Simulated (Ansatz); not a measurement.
C₃H₈Si₂ (SMILES C[SiH2]C#C[SiH3]), singlet, at a GFN2-xTB geometry; HF/def2-TZVPPD in Ansatz (a program for electronic structure).

Input for Ansatz:
Ansatz 0.2 input:
```yaml
crystal:
  periodic: [false, false, false]
  atoms:
    - {symbol: Si, position_ang: [2.86503791, 0.39224790, -0.46785203]}
    - {symbol: C, position_ang: [1.10730784, 0.01333766, -0.03937065]}
    - {symbol: C, position_ang: [-0.04550380, -0.23284678, 0.23992103]}
    - {symbol: Si, position_ang: [-1.81193890, -0.60197879, 0.65654313]}
    - {symbol: C, position_ang: [-2.91585400, 0.49231543, -0.43358653]}
    - {symbol: H, position_ang: [3.48116060, 1.07594199, 0.67284490]}
    - {symbol: H, position_ang: [2.87683018, 1.25670557, -1.65180111]}
    - {symbol: H, position_ang: [3.55467965, -0.87051881, -0.74698552]}
    - {symbol: H, position_ang: [-2.06784521, -2.02295749, 0.38402798]}
    - {symbol: H, position_ang: [-2.02956759, -0.29758821, 2.07741553]}
    - {symbol: H, position_ang: [-2.74670501, 0.29607974, -1.48889341]}
    - {symbol: H, position_ang: [-2.71938712, 1.54697296, -0.26073313]}
    - {symbol: H, position_ang: [-3.96825212, 0.31475867, -0.22933366]}
basis:
  gaussian:
    orbitals: def2-TZVPPD.json
hamiltonian:
  xc: hf
```
The basis file holds def2-TZVPPD in the JSON format of the Basis Set Exchange.

The log (banner, timings and long lists left out):

```
Functional definition: HF
1940 factors; their error is unknown
mean field evaluation 1: about -18939.2910 eV, gradient 3.6e1 eV
mean field evaluation 2: about -18942.7738 eV, gradient 1.4e1 eV
mean field evaluation 4: about -18943.4078 eV, gradient 6.5e-1 eV
mean field evaluation 8: about -18943.6644 eV, gradient 8.8e-2 eV
mean field -18943.66442566 eV, -696.1668271659 hartree, gradient 3.3e-5 eV, S^2 0.000000; 0 other end points of the search recorded, 0 dependent functions left out
reference -18943.66442566 eV, -696.1668271659 hartree; 27, 27 occupied and 316, 316 virtual orbitals, 1940 factors
Total energy: -18943.66442566 eV, -696.1668271659 hartree
```
